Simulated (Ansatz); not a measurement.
The cluster Bi₃⁻. Total charge -1; singlet. Geometry r2SCAN-D4/def2-SVPD.

Cartesian coordinates in Å:
```
Bi -1.350 0.774 0.914
Bi 1.720 -0.218 0.501
Bi -0.370 -0.555 -1.415
```

In the def2 sets Bi takes a core potential; there is no spin–orbit coupling. LC-ωPBE has ω = 0.4 bohr⁻¹. The restricted singlet is unstable towards broken spin symmetry at other levels; at BLYP-D4/def2-TZVPD, CAM-B3LYP-D4/def2-TZVPD, LC-ωPBE/def2-TZVPD, ωB97X-V/def2-TZVPD this wasn't settled. At BLYP-D4/def2-TZVPD, r2SCAN-D4/def2-TZVPD the highest occupied level of the charge -1 singlet lies above zero (up to 0.81 eV). The electron is either unbound and held by the finite basis, or the level is raised by self-interaction error. At r2SCAN-D4/def2-TZVPD the restricted singlet is unstable: a solution with broken spin symmetry lies lower. The geometry of the singlet was relaxed on an unsound state (restricted singlet, unstable towards broken spin symmetry at other levels and untested here). At PBE0-D4/def2-TZVPD a triplet of charge -1 lies 0.57 eV below the restricted singlet, each at its own geometry. The structure comes from a short search, and lower isomers may exist.

(1) Estimate the orbital energies around the gap (eV) in Ansatz with BLYP-D4/def2-TZVPD, r2SCAN-D4/def2-TZVPD, CAM-B3LYP-D4/def2-TZVPD, LC-ωPBE/def2-TZVPD, ωB97X-V/def2-TZVPD.

Answers

(1) 
| orbital | BLYP-D4/def2-TZVPD | r2SCAN-D4/def2-TZVPD | CAM-B3LYP-D4/def2-TZVPD | LC-ωPBE/def2-TZVPD | ωB97X-V/def2-TZVPD |
| --- | --- | --- | --- | --- | --- |
| HOMO−13 | -21.48 | -22.45 | -25.46 | -26.61 | -26.59 |
| HOMO−12 | -21.47 | -22.44 | -25.43 | -26.57 | -26.55 |
| HOMO−11 | -21.41 | -22.39 | -25.38 | -26.52 | -26.50 |
| HOMO−10 | -21.41 | -22.38 | -25.38 | -26.51 | -26.49 |
| HOMO−9 | -21.41 | -22.38 | -25.37 | -26.51 | -26.48 |
| HOMO−8 | -21.38 | -22.35 | -25.34 | -26.47 | -26.45 |
| HOMO−7 | -11.11 | -11.84 | -14.74 | -16.60 | -16.03 |
| HOMO−6 | -8.84 | -9.37 | -11.87 | -13.35 | -12.96 |
| HOMO−5 | -8.49 | -9.01 | -11.44 | -12.90 | -12.51 |
| HOMO−4 | -1.80 | -2.24 | -3.75 | -4.87 | -4.61 |
| HOMO−3 | -1.17 | -1.59 | -3.15 | -4.26 | -4.01 |
| HOMO−2 | -1.08 | -1.49 | -3.08 | -4.18 | -3.96 |
| HOMO−1 | -0.50 | -0.84 | -2.24 | -3.20 | -3.01 |
| HOMO | 0.81 | 0.54 | -0.83 | -1.74 | -1.57 |
| LUMO | 0.96 | 0.80 | 2.01 | 2.73 | 2.73 |
| LUMO+1 | 1.75 | 1.80 | 2.92 | 3.76 | 3.68 |
| LUMO+2 | 2.23 | 2.49 | 3.25 | 4.00 | 3.93 |
| LUMO+3 | 2.49 | 2.58 | 3.65 | 4.45 | 4.40 |
| LUMO+4 | 3.45 | 3.82 | 4.54 | 5.34 | 5.22 |
| LUMO+5 | 4.30 | 4.72 | 5.41 | 6.17 | 6.14 |
